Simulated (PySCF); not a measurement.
# How the method changes the constants of SnS

State: ¹Σ⁺ (singlet), closed shell. Set-up: PySCF, scalar-relativistic core potentials, basis sets Sn def2-SVPD with ECP28, S def2-SVPD. De refers to Sn + S in their high-spin ground configurations, without counterpoise correction. A positive dipole means Sn(−)S(+).

```csv
Level,Re (Å),ωe (cm⁻¹),De (eV),μ (D),"CPU s a point (SCF and correlation, without the integrals)"
RHF,2.212,523,2.50,-4.28,0.12
RHF-MP2,2.253,475,4.71,n/a,0.19
RHF-SCS-MP2,2.252,476,4.55,n/a,n/a
RHF-CCSD,2.245,485,4.21,n/a,n/a
RHF-CCSD(T),2.265,459,4.52,n/a,3.1
PBE,2.260,461,5.25,-3.44,1.2
r²SCAN,2.239,481,5.02,-3.47,2.5
M06-L,2.243,481,5.45,-3.82,1.3
PBE0,2.231,491,4.88,-3.65,1.7
M06,2.244,482,5.45,-3.90,1.3
HSE06,2.233,488,4.93,-3.62,1.7
BHandHLYP,2.222,503,4.42,-3.88,0.71
```

**Question.** What are the measured Re and ωe, and which levels come closest?

**Answer.** Re = 2.209026 Å and ωe = 487.26 cm⁻¹ (Huber and Herzberg, Constants of Diatomic Molecules (1979)). Closest are RHF for the length (off by 0.003 Å) and HSE06 for the frequency (off by 0.1 %).

```json
{"Level": "RHF", "error in Re (pm)": "0.3", "error in ωe (%)": "7.3"}
{"Level": "RHF-MP2", "error in Re (pm)": "4.4", "error in ωe (%)": "-2.6"}
{"Level": "RHF-SCS-MP2", "error in Re (pm)": "4.3", "error in ωe (%)": "-2.3"}
{"Level": "RHF-CCSD", "error in Re (pm)": "3.6", "error in ωe (%)": "-0.4"}
{"Level": "RHF-CCSD(T)", "error in Re (pm)": "5.5", "error in ωe (%)": "-5.7"}
{"Level": "PBE", "error in Re (pm)": "5.1", "error in ωe (%)": "-5.5"}
{"Level": "r²SCAN", "error in Re (pm)": "3.0", "error in ωe (%)": "-1.3"}
{"Level": "M06-L", "error in Re (pm)": "3.4", "error in ωe (%)": "-1.2"}
{"Level": "PBE0", "error in Re (pm)": "2.2", "error in ωe (%)": "0.7"}
{"Level": "M06", "error in Re (pm)": "3.5", "error in ωe (%)": "-1.1"}
{"Level": "HSE06", "error in Re (pm)": "2.4", "error in ωe (%)": "0.1"}
{"Level": "BHandHLYP", "error in Re (pm)": "1.3", "error in ωe (%)": "3.3"}
```

Correlated steps freeze 9 core orbitals. Correlated levels converge slowly with the basis: in double zeta they bind strong bonds too weakly, by up to about 1 eV, and carry superposition errors of some tenths. These are scalar-relativistic numbers at best; spin–orbit coupling would shift them, the dissociation energy most. Where the molecule has an RHF reference, its open-shell atoms are computed with UHF. The CCSD T1 diagnostic is raised, a sign that a single reference may not be enough here.

The whole job (state search and all levels along the bond) took about 3.3 min on 1 thread of Arm Neoverse V1 (shared host), peak memory 0.8 GiB.
